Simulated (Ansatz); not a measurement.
`F[SiH](Cl)[GeH3]` + `C[SeH]` → `C[Se][SiH](F)Cl` + GeH₄ at 298.15 K and 1 bar (cleavage of the Si–Ge bond).

Program: Ansatz. Geometries: PBE0-D4/def2-TZVP. ΔE: electronic, gas phase. CCSD(T)/CBS is the MP2 limit (def2-TZVPP, def2-QZVPP) plus CCSD(T) − MP2 in def2-TZVPP, frozen cores. For Ge, Se outer-core shells are correlated without core-valence functions, which leaves a few kJ/mol of doubt a bond. Scalar relativity is left out up to krypton. Each species was taken in one conformer, which may not be the lowest.

```json
{"species": "`F[SiH](Cl)[GeH3]`", "CCSD(T)/CBS energy (Eh)": "-2927.27769", "H − E (kJ/mol)": "117.6", "S (J/(mol·K))": "357.0"}
{"species": "`C[SeH]`", "CCSD(T)/CBS energy (Eh)": "-2441.15625", "H − E (kJ/mol)": "129.5", "S (J/(mol·K))": "267.5"}
{"species": "`C[Se][SiH](F)Cl`", "CCSD(T)/CBS energy (Eh)": "-3289.96087", "H − E (kJ/mol)": "159.3", "S (J/(mol·K))": "380.1"}
{"species": "GeH₄", "CCSD(T)/CBS energy (Eh)": "-2078.49493", "H − E (kJ/mol)": "88.5", "S (J/(mol·K))": "217.3"}
```

H − E and S are ideal-gas, rigid-rotor, harmonic terms from PBE0-D4/def2-TZVP, for one conformer and one mirror image of each species. 1 Eh = 2625.50 kJ/mol, R = 8.31446 J/(mol·K).

Q: By hand: ΔE, ΔH, ΔS and ΔG.

A: ΔE = (-3289.96087) + (-2078.49493) − (-2927.27769) − (-2441.15625) = -0.02186 Eh = -57.4 kJ/mol. Δ(H − E) = 159.3 + 88.5 − 117.6 − 129.5 = 0.7, so ΔH = -56.7 kJ/mol. ΔS = 380.1 + 217.3 − 357.0 − 267.5 = -27.1 J/(mol·K). ΔG = -56.7 − 298.15 × (-27.1)/1000 = -48.6 kJ/mol.

Q: By hand: the equilibrium constant, and the temperature at which ΔG would vanish if ΔH and ΔS stayed fixed.

A: log₁₀ K = −ΔG/(RT ln 10) = 8.5. ΔG = 0 at ΔH/ΔS = 2092 K.

ΔH outweighs TΔS. A doubt of 5 kJ/mol in ΔE shifts log₁₀ K by 0.9 here. Other conformers and mirror images would add mixing entropy, several J/(mol·K) or more a flexible species. Modes under 60 cm⁻¹, often nearly free rotors, make the harmonic entropy too high. These are equilibria of isolated gas molecules and say nothing of rates. Largest T1 diagnostic: 0.012 (customary marks: 0.02 for closed shells, 0.045 for open ones).
